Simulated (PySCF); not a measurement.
# Level of theory and adiabatic energies of losing or gaining an electron: SeCl4

Structure: `Cl[Se](Cl)(Cl)Cl` (Cl4Se).

All levels share the BP86-D3(BJ)/def2-SVP structures and the GFN2-xTB thermal terms; only the single-point energies (PySCF) change. Values are adiabatic energies of losing or gaining an electron (0 K, eV).

| level | ionisation energy to the radical cation |
| --- | --- |
| LC-ωPBE/def2-SVP | 10.08 |
| B3LYP-D3(BJ)/ma-def2-SVP | 10.16 |

The spread: 0.07 eV, from 10.08 to 10.16.

Caveats: ma-def2-SVP is a small basis, whose errors can reach tens of kJ/mol; spin-orbit coupling is left out of the energies, which matters for open shells on the heavier atoms; atoms from Ga to Kr are treated without relativity.

Differences come from unrounded values, so a last digit can differ from that of the printed terms.

---

## How the method moves the adiabatic energies of losing or gaining an electron of `[SH][Co][SH]` (CoH2S2)

The parent is a quartet.

All levels share the PBE0-D3(BJ)/def2-SVP structures and the GFN2-xTB thermal terms; only the single-point energies (PySCF) change. Values are adiabatic energies of losing or gaining an electron (0 K, eV).

```jsonl
{"level": "B3LYP-D3(BJ)/ma-def2-SVP", "ionisation energy to the quintet cation": "9.07"}
{"level": "LC-ωPBE/ma-def2-SVP", "ionisation energy to the quintet cation": "9.40"}
```

The spread: 0.33 eV, from 9.07 to 9.40.

Note: ma-def2-SVP is a small basis, whose errors can reach tens of kJ/mol; spin-orbit coupling is left out of the energies, which matters for open shells on the heavier atoms.

---

Be2O2: adiabatic energies of losing or gaining an electron at several levels

Optimised structure (Å), atoms numbered from 1:
```
Be   -0.4707   -0.5124   -0.5739
O     1.0481   -0.4171   -0.5097
Be    0.4807    0.5173    0.5506
O    -1.0380    0.4219    0.4864
```

All levels share the PBE-D3(BJ)/def2-SVP structures and the GFN2-xTB thermal terms; only the single-point energies (PySCF) change. Values are adiabatic energies of losing or gaining an electron (0 K, eV).

| level | ionisation energy to the radical cation |
| --- | --- |
| B3LYP-D3(BJ)/ma-def2-SVP | 9.77 |
| LDA/ma-def2-SVP | 9.94 |

The spread: 0.17 eV, from 9.77 to 9.94.

Note: ma-def2-SVP is a small basis, whose errors can reach tens of kJ/mol.
